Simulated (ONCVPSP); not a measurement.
Varying the ONCV potential for Hg

Base potential:

```json
{"Element": "mercury", "Generator": "ONCVPSP 4.0.1", "Type": "optimised norm-conserving Vanderbilt (ONCV)", "Functional": "PBEsol", "Relativity": "fully relativistic", "Frozen core": "[Kr] 4d10", "Valence charge": "34", "Reference configuration": "4f14 5s2 5p6 5d10 6s1.5 (charge +0.5)", "Partial waves": "5s+6s: rc 1.60 bohr, ncon 5, nbas 9, qcut 6.8 1/bohr, 2 projectors; 5p: rc 1.40 bohr, ncon 4, nbas 7, qcut 10.3 1/bohr, 2 projectors, debl 2.1 Ha; 5d: rc 1.75 bohr, ncon 3, nbas 7, qcut 7.1 1/bohr, 2 projectors, debl 2.2 Ha; 4f: rc 0.85 bohr, ncon 3, nbas 8, qcut 20.1 1/bohr, 3 projectors, debl 1.8 Ha", "Local potential": "polynomial inside 0.65 bohr (lpopt 5, dvloc0 0 Ha)", "Core correction": "Teter function, fcfact 5.75, rcfact 1.35"}
```

Open shells are filled in proportion to 2j + 1.

In the p channel the program set the typed energies aside and used -2.426, 0.250 Ha (j = l + 1/2; the other j can differ). In the f channel the program set the typed energies aside and used -3.609, 0.250, 2.050 Ha (j = l + 1/2; the other j can differ).

Cutoffs, loose and tight: the cutoffs (Ha) at which the residual kinetic energy of the hardest occupied pseudo-wave falls to 1 and 0.1 mHa per electron. They do not see the model core or the augmentation charge, which bear on the density cutoff. Test errors are all-electron minus pseudo excitation energies from the reference, over the configurations 4f14 5s2 5p6 5d10 6s2; 4f14 5s2 5p6 5d10 6s1; 4f14 5s2 5p6 5d10 6s0; 4f14 5s2 5p6 5d10 6s0 6p2. A dash means not determined; rows that change the core or the reference have their own tests. The largest error is taken over the tests solved by every variant that gives reliable tests at all: 4f14 5s2 5p6 5d10 6s0; 4f14 5s2 5p6 5d10 6s1; 4f14 5s2 5p6 5d10 6s2.

A true bound ghost makes a file unfit for plane-wave use even where its test errors are small: the radial tests pick states by their node count and pass the ghost by.

```tsv
change	outcome	cutoff, loose	cutoff, tight	bound ghosts	GHOST(+) flags above zero	largest test error (meV)
base	generated, projector energies reset by the program	178 Ha	192 Ha	s, p3/2	d5/2, p1/2, d3/2	-10
local potential polynomial inside 0.65 bohr (lpopt 5, dvloc0 4.5 Ha)	generated, projector energies reset by the program	178 Ha	192 Ha	s, p3/2	d5/2, p1/2, d3/2	-9.7
s: rc 1.82	generated, projector energies reset by the program	178 Ha	192 Ha	s, p3/2	d5/2, p1/2, d3/2	-13
all radii but the core radius scaled by about 1.11 (s 1.78, p 1.56, d 1.94, f 0.94 bohr); local potential polynomial inside 0.72 bohr (lpopt 5, dvloc0 0 Ha)	generated, projector energies reset by the program	167 Ha	181 Ha	s, d5/2, d3/2	p3/2, p1/2	-6.7
p: nproj 1	generated, projector energies reset by the program	178 Ha	192 Ha	s, p3/2, p1/2	d5/2, d3/2	-10
f: nbas 7	generated, projector energies reset by the program	178 Ha	192 Ha	s, p3/2	d5/2, p1/2, d3/2	-10
reference 4f14 5s2 5p6 5d10 6s2	generated, projector energies reset by the program	178 Ha	192 Ha	s, p3/2	d5/2, p1/2, d3/2	-13
scalar-relativistic	generated, projector energies reset by the program	178 Ha	191 Ha	s, p	d	-14
s: qcut 9.1	generated, projector energies reset by the program	178 Ha	192 Ha	s, p3/2	d5/2, p1/2, d3/2	-6.8
```

Problem. What comes out with this change to the base: d: rc 1.92?

Solution. outcome: generated, projector energies reset by the program; cutoff, loose: 178 Ha; cutoff, tight: 192 Ha; bound ghosts: s, p3/2, d5/2, d3/2; GHOST(+) flags above zero: p1/2; largest test error (meV): -5.6.

Problem. What comes out with this change to the base: f: ncon 4, nbas 9?

Solution. outcome: generated, projector energies reset by the program; cutoff, loose: 182 Ha; cutoff, tight: 197 Ha; bound ghosts: s, p3/2; GHOST(+) flags above zero: d5/2, p1/2, d3/2; largest test error (meV): -10.

Problem. What comes out with this change to the base: f: nproj 0; local potential the f channel?

Solution. outcome: generated, projector energies reset by the program, misses its reference levels by 2.41 eV; cutoff, loose: 178 Ha; cutoff, tight: 192 Ha; bound ghosts: s, p3/2, p1/2; GHOST(+) flags above zero: d5/2, d3/2; largest test error (meV): -11.
